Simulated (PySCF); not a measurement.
Isomers of C4H4FNSe, mass 164.949 u with the commonest isotopes. Method used: PBE0-D3(BJ)/def2-SVP geometry optimisation, gas phase (PySCF). One conformer each, none proved a minimum here; rigid rotors.

Problem. Order these by rotational constant C, smallest first.
A. `Cc1nc[se]c1F`
B. `[CH3:1][Se:2]/[C:3]([F:4])=[CH:5]/[C:6]#[N:7]` with C1–Se2–C3–F4 -29°
C. `[F:1][CH2:2][c:3]1[cH:4][se:5][cH:6][n:7]1` with F1–C2–C3–C4 2°

Solution. B (765.7 MHz), C (866.7 MHz), A (1081 MHz).

Problem. Order these by rotational constant A, largest first.
A. `Cc1nc[se]c1F`
B. `[CH3:1][Se:2]/[C:3]([F:4])=[CH:5]/[C:6]#[N:7]` with C1–Se2–C3–F4 -29°
C. `[F:1][CH2:2][c:3]1[cH:4][se:5][cH:6][n:7]1` with F1–C2–C3–C4 2°

Solution. B (5218 MHz), C (4808 MHz), A (3202 MHz).

Problem. Order these by radius of gyration √(Σ m r²/M), smallest first.
A. `Cc1nc[se]c1F`
B. `[F:1][CH2:2][c:3]1[cH:4][se:5][cH:6][n:7]1` with F1–C2–C3–C4 2°
C. `[CH3:1][Se:2]/[C:3]([F:4])=[CH:5]/[C:6]#[N:7]` with C1–Se2–C3–F4 -29°

Solution. A (1.687 Å), B (1.883 Å), C (2.012 Å).

| SMILES | point group | Ia (u·Å²) | Ib (u·Å²) | Ic (u·Å²) | κ | μa (D) | μb (D) | μc (D) |
| --- | --- | --- | --- | --- | --- | --- | --- | --- |
| FCc1c[se]cn1 | – | 105.11 | 481.20 | 583.08 | -0.91 | 1.30 | 0.10 | 0.04 |
| Cc1nc[se]c1F | Cs | 157.85 | 313.03 | 467.71 | -0.50 | 0.74 | 0.09 | 0.00 |
| C[Se]/C(F)=C/C#N | C1 | 96.85 | 578.11 | 660.04 | -0.95 | 5.39 | 0.22 | 0.70 |
